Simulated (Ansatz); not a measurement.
**Molecular dynamics of C2H7AlSSi**

Input:

```yaml
crystal:
  periodic: [false, false, false]
  atoms:
    - { symbol: C, position_ang: [-1.325914, 1.439679, 1.255723] }
    - { symbol: C, position_ang: [-0.743409, 0.308107, 0.845518] }
    - { symbol: Si, position_ang: [1.094638, 0.103047, 0.593371] }
    - { symbol: S, position_ang: [1.625019, 0.152686, -1.467764] }
    - { symbol: Al, position_ang: [0.487131, -1.446995, -2.210965] }
    - { symbol: H, position_ang: [-2.413087, 1.533941, 1.384516] }
    - { symbol: H, position_ang: [-0.750418, 2.344585, 1.494325] }
    - { symbol: H, position_ang: [-1.39275, -0.551473, 0.624392] }
    - { symbol: H, position_ang: [1.773877, 1.188691, 1.264183] }
    - { symbol: H, position_ang: [1.501094, -1.144027, 1.211847] }
    - { symbol: H, position_ang: [-0.35218, -2.269766, -1.279606] }
    - { symbol: H, position_ang: [0.572901, -1.713775, -3.681639] }
basis:
  gaussian: { orbitals: STO-3G }
hamiltonian:
  xc: b3lyp
  dispersion: d4
md:
  timestep: 0.5
  n_steps: 150
  ensemble: nvt_nose_hoover
  temperature: 500.0
  initial_velocities: maxwell_boltzmann
  seed: 550642
  nose_hoover: { tau: 300.0, chain_length: 3 }
scf:
  lower_state_search: "off"
```

Run as:

```bash
$ ansatz run input.yaml --threads 1 --pin off --max-ram 2048MiB --backend cpu --events-out ev --progress --plain --runs-dir out
```

It starts from a relaxed structure.

Output, in part (step lines, the closing report, with atoms numbered from 0):

```
md step     0: t =     0.00 fs  T =   500.0 K  F+E_penalty+E_count = -27183.04758331 eV  E_kin = 0.646300 eV  conserved = -27182.40128331 eV  (13 SCF iters)
[... lines left out ...]
Total energy: -27182.81900711 eV, -998.9501733348 hartree
Atom 0 at    -1.149662     1.566302     0.854959 Å, force     0.370772    -0.291564    -1.558803 eV/Å
Atom 1 at    -0.635510     0.369522     1.165080 Å, force     0.155468     0.438397     0.157296 eV/Å
Atom 2 at     1.090664    -0.109601     0.618343 Å, force    -0.651463     0.070820     0.912142 eV/Å
Atom 3 at     1.373696     0.302887    -1.391611 Å, force     0.193154     0.112716    -1.184276 eV/Å
Atom 4 at     0.624353    -1.462996    -2.256438 Å, force    -0.416406    -0.552388     1.102289 eV/Å
Atom 5 at    -2.198038     1.832205     0.983663 Å, force    -0.287056     0.238266     0.530807 eV/Å
Atom 6 at    -0.594941     2.225236     0.147062 Å, force    -0.242653    -0.035147     0.674793 eV/Å
Atom 7 at    -1.247081    -0.333339     1.742822 Å, force    -0.011822    -0.100921     0.094880 eV/Å
Atom 8 at     2.065821     0.610582     1.378520 Å, force     0.255862     0.238199     0.281470 eV/Å
Atom 9 at     1.221693    -1.490810     0.912505 Å, force     0.233820    -0.777140     0.193888 eV/Å
Atom 10 at     0.050027    -2.584739    -1.353785 Å, force     0.399324     0.742170    -0.622652 eV/Å
Atom 11 at     0.687217    -1.535647    -3.725838 Å, force     0.001001    -0.083407    -0.581834 eV/Å
Dipole moment:    -0.024280    -0.191147    -0.033197 e Å
```

The steps, from the saved trajectory:

```
time (fs)  T (K)  potential energy less start (eV)  conserved less start (meV/atom)
      0.0    500                             0.000                             0.00
      2.5    365                             0.176                             0.19
      5.0    339                             0.210                             0.11
      7.5    304                             0.255                             0.10
     10.0    219                             0.366                             0.19
     12.5    308                             0.249                             0.07
     15.0    294                             0.268                             0.14
     17.5    316                             0.240                             0.15
     20.0    367                             0.173                             0.04
     22.5    250                             0.327                             0.20
     25.0    306                             0.253                             0.08
     27.5    288                             0.276                             0.12
     30.0    264                             0.309                             0.18
     32.5    332                             0.219                             0.03
     35.0    223                             0.362                             0.19
     37.5    244                             0.334                             0.07
     40.0    193                             0.401                             0.14
     42.5    168                             0.434                             0.16
     45.0    259                             0.315                             0.09
     47.5    280                             0.290                             0.13
     50.0    314                             0.246                             0.12
     52.5    328                             0.228                             0.10
     55.0    275                             0.297                             0.17
     57.5    308                             0.254                             0.08
     60.0    276                             0.297                             0.16
     62.5    300                             0.265                             0.10
     65.0    302                             0.264                             0.13
     67.5    285                             0.287                             0.12
     70.0    277                             0.298                             0.12
     72.5    277                             0.299                             0.15
     75.0    331                             0.229                             0.09
```

All steps were run. The conserved energy stayed within 0.2 meV per atom of its start (net change 0.087 meV per atom), so the integration is sound. The mean temperature of the second half is 45 % below the set value. A run of 0.075 ps of so small a system gives no equilibrium averages. Limits of this set-up: minimal basis.

The same pairs are bonded in the first frame and the last. Pairs count as bonded within 1.25 times the sum of covalent radii (0.12 Å more for H–H).

Last frame:

```xyz
12
Properties=species:S:1:pos:R:3
C -1.150 1.566 0.855
C -0.635 0.369 1.165
Si 1.091 -0.110 0.618
S 1.374 0.303 -1.392
Al 0.624 -1.463 -2.256
H -2.198 1.832 0.984
H -0.595 2.225 0.147
H -1.247 -0.333 1.743
H 2.066 0.611 1.379
H 1.222 -1.491 0.912
H 0.050 -2.585 -1.354
H 0.687 -1.536 -3.726
```

Run time: 6.9 min on 1 thread of Intel(R) Xeon(R) Platinum 8259CL CPU @ 2.50GHz (Skylake/Cascade Lake), on a shared host, peak memory 0.11 GiB.
